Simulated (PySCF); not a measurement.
How the method moves the HOMO and LUMO of `CC#[N+][BH2-]N`

C₂H₇BN₂.
Cartesian coordinates in Å at the PBE0-D3(BJ)/def2-SVP level; atoms count from 1:
```
atom  x, y, z in Å
C1     2.5347    0.3985    0.3038
C2     1.1282    0.0524    0.3313
N3     0.0100   -0.2227    0.3504
B4    -1.6893   -0.5925    0.3124
N5    -2.3331    0.0793   -0.8038
H6     2.6927    1.2718   -0.3453
H7     2.8813    0.6412    1.3185
H8     3.1233   -0.4457   -0.0830
H9    -1.6056   -1.8122    0.2274
H10   -1.9876   -0.1832    1.4282
H11   -2.2211   -0.2569   -1.7502
H12   -2.5325    1.0695   -0.7717
```

Basis pcSseg-2 throughout (PySCF), one geometry. The structure is a single PBE0-D3(BJ)/def2-SVP conformer in the gas phase; no vibrational or solvent corrections.

Q: How do the orbital energies, the gap and the dipole change with the method?

A: 
```
   method                    kind  HOMO (eV)  LUMO (eV)  gap (eV)  μ (D)  SCF cycles
     BLYP                     GGA      -4.64      -1.18      3.46   7.15          16
     OPBE                     GGA      -4.72      -1.18      3.54   7.10          16
    B97-D                     GGA      -4.75      -1.21      3.54   7.17          16
      PBE                     GGA      -4.76      -1.28      3.49   7.13          16
     BP86                     GGA      -4.87      -1.36      3.51   7.15          16
      KT3                     GGA      -4.88      -1.25      3.63   7.06          15
      KT2                     GGA      -4.89      -1.23      3.67   7.07          16
      LDA                     LDA      -4.90      -1.48      3.43   7.19          16
    B97-2           global hybrid      -5.86      -0.31      5.55   7.42          14
    B3LYP           global hybrid      -5.89      -0.51      5.37   7.43          14
     PBE0           global hybrid      -6.13      -0.24      5.89   7.46          14
 mPW1PW91           global hybrid      -6.15      -0.26      5.89   7.46          14
BHandHLYP           global hybrid      -7.45       0.26      7.70   7.71          14
CAM-B3LYP  range-separated hybrid      -7.55       0.44      7.99   7.63          14
  wB97X-D  range-separated hybrid      -8.03       1.52      9.55   7.62          14
  LC-wPBE  range-separated hybrid      -8.94       1.58     10.53   7.74          14
       HF            Hartree–Fock      -9.61       1.78     11.39   8.04          10
```

The HOMO spans 4.97 eV, from BLYP down to HF, and the gap runs from 3.43 eV (LDA) to 11.39 eV (HF). Over the methods BLYP (0 %), OPBE (0 %), B97-D (0 %), PBE (0 %), BP86 (0 %), KT3 (0 %), KT2 (0 %), LDA (0 %), B97-2 (21 %), B3LYP (20 %), PBE0 (25 %), mPW1PW91 (25 %), BHandHLYP (50 %), HF (100 %), a straight line through the gap against the share of exact exchange rises by 0.80 eV for each 10 % (correlation coefficient 0.997). The dipole ranges from 7.06 D (KT3) to 8.04 D (HF). This basis has no diffuse functions.

The vertical ΔSCF ionisation energy at PBE0/def2-SVPD is 8.40 eV; −ε(HOMO) comes closest to it with wB97X-D (8.03 eV).
